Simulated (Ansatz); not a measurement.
Consider the ligand exchange at the Si–S bond: `N[SiH2]S[SiH](N)F` + `N[SiH](N)F` → `N[Si@H](F)N[Si@H](N)F` + `N[SiH2]S`.

Isolated molecules relaxed with PBE0-D4/def2-TZVP in Ansatz; ΔE leaves out vibrations. CBS: MP2 limit from def2 TZ/QZ plus the TZ coupled-cluster correction, frozen cores. Functionals use def2-TZVPP. B3LYP here is the variant with VWN-RPA as its local correlation; programs differ in this. One conformer a species, not always the lowest.

`N[SiH2]S[SiH](N)F`:

Z-matrix (Å, degrees):
```
Si
S 1 2.171
N 1 1.706 2 117.0
H 1 1.481 2 108.0 3 122.6
H 1 1.482 2 103.0 3 -119.8
Si 2 2.105 1 98.1 3 -44.2
H 3 1.008 1 119.0 2 -67.8
H 3 1.009 1 117.1 2 69.4
N 6 1.708 2 109.5 1 -39.6
F 6 1.600 2 113.4 1 76.5
H 6 1.480 2 107.3 1 -168.2
H 9 1.008 6 119.6 2 -45.0
H 9 1.009 6 119.8 2 171.1
```

`N[SiH](N)F`:

Cartesian coordinates in Å:
```
N -1.343 0.475 0.217
Si -0.007 -0.360 -0.418
N 1.373 0.153 0.420
F -0.407 -1.904 -0.249
H -2.276 0.109 0.123
H -1.333 1.475 0.317
H 0.309 -0.217 -1.859
H 2.293 0.053 0.025
H 1.391 0.215 1.424
```

`N[Si@H](F)N[Si@H](N)F`:

```xyz
14

N    -0.587    1.815   -0.340
Si   -1.026    0.358   -1.126
F    -2.432   -0.016   -0.467
N     0.192   -0.807   -0.877
Si    0.996   -1.295    0.565
N     0.573   -0.207    1.778
F     2.559   -1.335    0.207
H     0.281    2.260   -0.596
H    -1.303    2.503   -0.161
H    -1.270    0.425   -2.586
H     0.457   -1.315   -1.710
H     0.710   -2.683    0.988
H     0.602   -0.426    2.757
H     0.249    0.724    1.566
```

`N[SiH2]S`:

Z-matrix (Å, degrees):
```
Si
S 1 2.151
N 1 1.706 2 111.5
H 1 1.484 2 111.6 3 -117.8
H 1 1.485 2 105.8 3 122.4
H 2 1.343 1 94.3 3 -148.1
H 3 1.006 1 122.1 2 53.2
H 3 1.006 1 120.4 2 -98.6
```

| level | ΔE (kJ/mol) | difference from CCSD(T)/CBS |
| --- | --- | --- |
| PBE-D4 | 7.1 | 9.9 |
| B3LYP-D4 | -3.3 | -0.5 |
| B2PLYP | -5.3 | -2.5 |
| MP2/def2-TZVPP | -0.6 | 2.2 |
| CCSD/def2-TZVPP | -8.3 | -5.5 |
| CCSD(T)/def2-TZVPP | -5.5 | -2.7 |
| HF/def2-QZVPP | -16.1 | -13.3 |
| MP2/def2-QZVPP | 0.5 | 3.3 |
| MP2/CBS(def2) | 2.1 | 4.9 |
| CCSD/CBS(def2) | -5.5 | -2.7 |
| CCSD(T)/CBS | -2.8 | 0 |

Largest T1 diagnostic among the species: 0.011.

In def2-TZVPP, CCSD(T) changes the Hartree–Fock value by +9.1 kJ/mol (the triples alone add +2.7 kJ/mol) and MP2 by +14.1 kJ/mol. The D4 term adds +3.7 kJ/mol with B3LYP and +1.9 kJ/mol with PBE0; it sums over pairs of atoms, weighted by their polarisabilities, and B3LYP, whose exchange is more repulsive, gets the larger term.
